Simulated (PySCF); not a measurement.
This PySCF input asks for the NMR shieldings of SMILES NCCCN[Si@](C)(N)O, C₄H₁₅N₃OSi; the geometry comes from GFN2-xTB.

```python
import basis_set_exchange as bse
import numpy as np
from pyscf import gto, dft
from pyscf.prop import nmr

atoms = """
C    -1.660952    1.573629   -0.583307
Si   -1.857083   -0.216263    0.019166
N    -2.819350   -0.163482    1.456805
O    -2.470163   -0.976867   -1.297959
N    -0.485388   -1.128387    0.547574
C     0.611540   -1.476524   -0.324567
C     1.591880   -0.332936   -0.607814
C     2.285230    0.178741    0.652134
N     3.290899    1.167190    0.291157
H    -2.626726    2.018721   -0.797544
H    -1.172265    2.190190    0.164064
H    -1.076103    1.619709   -1.496336
H    -2.948437   -1.010349    1.985164
H    -3.681708    0.352278    1.423768
H    -2.507307   -1.929753   -1.317407
H    -0.161324   -0.928653    1.480610
H     1.157210   -2.318735    0.116769
H     0.182339   -1.807339   -1.272919
H     2.354300   -0.678207   -1.307359
H     1.046064    0.488937   -1.073790
H     2.802823   -0.648671    1.148164
H     1.526818    0.574071    1.349956
H     2.848144    1.955917   -0.169419
H     3.757825    1.516546    1.121043
"""
names = dict.fromkeys(["C", "Si", "N", "O", "H"], "pcSseg-1")
basis = {el: gto.basis.parse(bse.get_basis(n, elements=[el], fmt="nwchem")) for el, n in names.items()}
mol = gto.M(atom=atoms, basis=basis, charge=0, verbose=0)
mf = dft.RKS(mol, xc="PBE0")
mf.grids.level = 2
mf.grids.alignment = dft.numint.BLKSIZE   # the property module wants whole blocks of grid points
mf.conv_tol = 1e-9
mf.kernel()

calc = nmr.RKS(mf)   # GIAO
C = mf.mo_coeff
Co = C[:, mf.mo_occ > 0]
resp = mf.gen_response(singlet=True, hermi=2)
def vind(x):   # induced exchange potential for any number of trial vectors
    d = np.einsum("pi,xij,qj->xpq", C, 2 * x.reshape(-1, C.shape[1], Co.shape[1]), Co, optimize=True)
    return np.einsum("xpq,pi,qj->xij", resp(d - d.transpose(0, 2, 1)), C, Co, optimize=True).ravel()
mo1, _ = nmr.rhf.solve_mo1(calc, with_cphf=vind)
sigma = calc.kernel(mo1)
for i, s in enumerate(sigma):   # ppm
    print("%2d %-2s %9.2f" % (i, mol.atom_pure_symbol(i), np.trace(s) / 3))
```

Q: What are the results?

A: 
```
 0 C     187.45
 1 Si    375.66
 2 N     234.86
 3 O     276.45
 4 N     218.24
 5 C     142.36
 6 C     145.06
 7 C     141.73
 8 N     231.96
 9 H      31.56
10 H      31.92
11 H      31.63
12 H      31.20
13 H      31.39
14 H      30.20
15 H      31.07
16 H      28.91
17 H      28.58
18 H      30.16
19 H      30.31
20 H      29.27
21 H      28.23
22 H      31.65
23 H      30.93
```

These numbers come from an equivalent density-fitted implementation of the same equations, which agrees with the script to about 0.01 ppm for H and up to a few tenths of a ppm for heavy atoms, so last digits may differ.

Size and cost of the density-fitted run: 235 basis functions, 2.5 min wall time on 1 thread of an Intel Xeon, shared host; peak memory 1.1 GiB.
